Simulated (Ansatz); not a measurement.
```yaml
crystal:
  periodic: [false, false, false]
  atoms:
    - {symbol: C, position_ang: [1.372667, -1.924141, -0.702783]}
    - {symbol: C, position_ang: [0.727038, -0.826308, -0.211747]}
    - {symbol: C, position_ang: [-0.246056, -0.267109, -0.820962]}
    - {symbol: C, position_ang: [-0.909881, 0.629693, -0.199834]}
    - {symbol: C, position_ang: [-2.079624, 1.146207, -0.677468]}
    - {symbol: O, position_ang: [-0.560546, 1.046727, 0.845371]}
    - {symbol: B, position_ang: [0.735718, 0.819152, 1.317045]}
    - {symbol: O, position_ang: [0.796089, 0.876605, 2.589033]}
    - {symbol: Cl, position_ang: [1.749747, 1.965135, 0.580337]}
    - {symbol: O, position_ang: [1.108983, -0.438314, 0.833227]}
    - {symbol: H, position_ang: [0.931123, -2.284946, -1.525587]}
    - {symbol: H, position_ang: [1.415353, -2.634762, 0.005938]}
    - {symbol: H, position_ang: [2.321123, -1.665177, -0.917625]}
    - {symbol: H, position_ang: [-0.556501, -0.608943, -1.699531]}
    - {symbol: H, position_ang: [-1.935603, 2.120378, -0.884669]}
    - {symbol: H, position_ang: [-2.392306, 0.672589, -1.502098]}
    - {symbol: H, position_ang: [-2.784919, 1.098639, 0.036225]}
    - {symbol: H, position_ang: [0.273096, 0.285155, 2.982600]}
basis:
  gaussian: {orbitals: aug-cc-pVTZ, nuclear_model: gaussian, point_charges: [{charge: 0.50, position_ang: [5.017, -0.118, 0.755]}]}
hamiltonian: {xc: {name: B3LYP-D3}}
accuracy: high
```

```sh
$ ansatz run in.yaml --threads 4 --pin off --events-out ev --progress --plain --max-ram 66560MiB --backend cuda --devices 0, --max-vram 37GiB
```

Output, abridged:

```
Error: YAML parse error: error: line 24 column 19: hamiltonian.xc: no functional is named "B3LYP-D3"; the names, which are not case-sensitive, are SVWN5, SPW92, PBE, PBE0, PBEsol, revPBE, revPBE0, RPBE, rPW86-PBE, HSE06, wPBEh, LC-wPBE, HISS, HF, BLYP, B3LYP, B3LYP5, BHLYP, CAM-B3LYP, r2SCAN, r2SCANh, r2SCAN0, r2SCAN50, m-r2SCAN, B97, wB97, wB97X, wB97X-V, B97M-V, wB97M-V, B2PLYP, B2GP-PLYP, PBE0-DH, PBE-QIDH
  --> <input>:24:19
   |
22 | basis:
23 |   gaussian: {orbitals: aug-cc-pVTZ, nuclear_model: gaussian, point_charges: [{charg…
24 | hamiltonian: {xc: {name: B3LYP-D3}}
   |                   ^ hamiltonian.xc: no functional is named "B3LYP-D3"; the names, which are not case-sensitive, are SVWN5, SPW92, PBE, PBE0, PBEsol, revPBE, revPBE0, RPBE, rPW86-PBE, HSE06, wPBEh, LC-wPBE, HISS, HF, BLYP, B3LYP, B3LYP5, BHLYP, CAM-B3LYP, r2SCAN, r2SCANh, r2SCAN0, r2SCAN50, m-r2SCAN, B97, wB97, wB97X, wB97X-V, B97M-V, wB97M-V, B2PLYP, B2GP-PLYP, PBE0-DH, PBE-QIDH
25 | accuracy: high
   |
```

Question: What is wrong with this run?

Answer: The method's name isn't one that the program takes here. The program refused the input.

HSE06 is defined as in plane-wave codes.
